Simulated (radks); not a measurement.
The numbers below are computed, except where a source is named.
Q: Species: Tl. Configuration: [Hg] 6p1 (the NIST ground configuration). Code: a radial shooting solver on a logarithmic mesh with Libxc functionals. Model: scalar-relativistic Kohn-Sham, PBEsol, spin-unpolarised, spherical densities, finite nucleus; Fermi nuclear charge, rms radius 5.4759 fm; hard spherical wall at 10 bohr. Some entries of the table are withheld. Estimate them.

orbital  occ.  eigenvalue (eV)  <1/r> (bohr^-1)
1s          2        -85550.94            99.35
2s          2        -15233.84            23.33
2p          6        -13109.45            20.59
3s          2        -3635.995            8.646
3p          6              (1)            7.848
3d         10        -2388.634              (2)
4s          2        -811.0006              (3)
4p          6        -610.3502            3.349
4d         10        -374.7452            3.008
5s          2        -130.8119            1.552
4f         14        -113.9667            2.605
5p          6         -75.9693            1.323
5d         10         -15.3587           0.9484
6s          2          -9.4791              (4)
6p          1          -2.2423           0.3422
7s          0           0.7843           0.2104
6d          0           2.3136           0.1965
5f          0              (5)           0.1655

A: 
(1) 3p eigenvalue (eV): -3024.225
(2) 3d <1/r> (bohr^-1): 7.373
(3) 4s <1/r> (bohr^-1): 3.719
(4) 6s <1/r> (bohr^-1): 0.5153
(5) 5f eigenvalue (eV): 4.8167
